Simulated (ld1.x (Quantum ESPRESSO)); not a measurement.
lanthanum (La), PAW: configuration errors across variants

```
Element                 : lanthanum
Generator               : ld1.x (Quantum ESPRESSO) 7.5
Type                    : PAW
Functional              : LDA (PZ)
Relativity              : scalar-relativistic
Frozen core             : [Kr] 4d10
Valence charge          : 11
Reference configuration : 4f0 5s2 5p6 5d1 6s2 6p0
Partial waves           : 5s (bound): rcut 2.00, rcutus 2.40 bohr; 6s (bound): rcut 2.00, rcutus 2.40 bohr; 5p (bound): rcut 2.35, rcutus 2.75 bohr; 6p (bound, empty): rcut 2.35, rcutus 2.75 bohr; 5d (bound): rcut 3.60, rcutus 3.90 bohr; 5d channel at 0.75 Ry: rcut 3.60, rcutus 3.90 bohr; 4f (bound, empty): rcut 0.95, rcutus 1.05 bohr; 4f channel at 2.55 Ry: rcut 0.95, rcutus 1.05 bohr
Local potential         : all-electron potential smoothed inside 1.80 bohr (lloc = -2)
Core correction         : Bessel-smoothed model core inside 0.55 bohr
Augmentation charge     : PSQ, radius 0.85 bohr
```

All-electron excitation energies from the reference (eV): (1) 4f0 5s2 5p6 5d1 6s1 6p0 6.163; (2) 4f0 5s2 5p6 5d1 6s0 6p0 17.315; (3) 4f0 5s2 5p6 5d0 6s0 6p0 36.416; (4) 4f0 5s2 5p6 5d0 6s2 6p1 2.380.

On the changes marked as counting shells twice: ld1.x takes every shell without a wave as core, so the model core holds the marked electrons as well and exchange and correlation see them twice. This cancels in the reference configuration, but the file is broken for other ones, and its errors say nothing about a proper core correction.

The overlap operator is not positive definite (basis up to 400 Ry) in “base”, “wave 5d channel at 0.75 Ry: rcut 3.60, rcutus 3.90 bohr becomes 5d channel at 1.63 Ry: rcut 3.60, rcutus 3.90 bohr”, “waves 4f (bound): rcut 0.95, rcutus 1.36 bohr; 4f channel at 2.55 Ry: rcut 0.95, rcutus 1.36 bohr”, “waves 5s (bound): rcut 1.54, rcutus 1.64 bohr; 6s (bound): rcut 1.54, rcutus 1.64 bohr”, “local potential all-electron potential smoothed inside 1.70 bohr (lloc = -2)”, “local potential all-electron potential smoothed inside 1.20 bohr (lloc = -2)”, “core correction Bessel-smoothed model core inside 0.48 bohr”. Such files are unfit for use, however small their errors in these radial tests.

Tests that are not counted but printed errors over 1 eV. “waves 5s (bound): rcut 1.54, rcutus 1.64 bohr; 6s (bound): rcut 1.54, rcutus 1.64 bohr”: 4f1 5s2 5p6 5d1 6s0 6p0 (solver errors, printed error -3.6 eV); 4f0 5s2 5p5 5d1 6s2 6p0 (solver errors, printed error -27.5 eV). “type TM; waves now 5s (bound): rc 2.40 bohr; 5p (bound): rc 2.75 bohr; 5d (bound): rc 3.90 bohr; 4f (bound): rc 1.05 bohr; local potential the f channel (6s counted twice)”: 4f0 5s2 5p6 5d0 6s2 6p1 (solver errors, printed error -2.0 eV).

3 further variants failed, have other tests or too few solved ones, and are left out.

A true bound ghost makes a file unfit for plane-wave use even where its test errors are small: the radial tests pick states by their node count and pass the ghost by. Where a test does run into it, the solver fails or the error is huge.

Errors AE − PS in meV (a dash: test not solved or not reliable):

| change | (1) | (2) | (3) | (4) | bound ghosts |
| --- | --- | --- | --- | --- | --- |
| base | +9.2 | +54 | -3.7 | +6.0 | not determined (overlap not positive) |
| wave 5d channel at 0.75 Ry: rcut 3.60, rcutus 3.90 bohr becomes 5d channel at 1.63 Ry: rcut 3.60, rcutus 3.90 bohr | +0.2 | -0.4 | -3.7 | +6.0 | not determined (overlap not positive) |
| waves 4f (bound): rcut 0.95, rcutus 1.36 bohr; 4f channel at 2.55 Ry: rcut 0.95, rcutus 1.36 bohr | +9.2 | +54 | -3.7 | +6.0 | not determined (overlap not positive) |
| waves 5s (bound): rcut 1.54, rcutus 1.64 bohr; 6s (bound): rcut 1.54, rcutus 1.64 bohr | +8.7 | +54 | -3.6 | +2.4 | not determined (overlap not positive) |
| local potential all-electron potential smoothed inside 1.70 bohr (lloc = -2) | +7.9 | +65 | -3.3 | – | not determined (overlap not positive) |
| type TM; waves now 5s (bound): rc 2.40 bohr; 5p (bound): rc 2.75 bohr; 5d (bound): rc 3.90 bohr; 4f (bound): rc 1.05 bohr; local potential the f channel (6s counted twice) | -61 | -426 | -715 | – | s, p, d |
| local potential all-electron potential smoothed inside 1.20 bohr (lloc = -2) | – | – | – | – | not determined (overlap not positive) |
| core correction Bessel-smoothed model core inside 0.48 bohr | +9.2 | +54 | -3.7 | +6.1 | not determined (overlap not positive) |

(1) Give the same row for: waves 5d (bound): rcut 3.60, rcutus 4.04 bohr; 5d channel at 0.75 Ry: rcut 3.60, rcutus 4.04 bohr.

Results:

(1) +0.1, -1.5, -3.7, +5.9; bound ghosts: not determined (overlap not positive). Its overlap operator is not positive definite in a basis up to 400 Ry (lowest eigenvalue s -0.20), so the file is unfit for use: the generalised eigenproblem breaks down once the basis is large enough, and its test numbers describe a broken file.
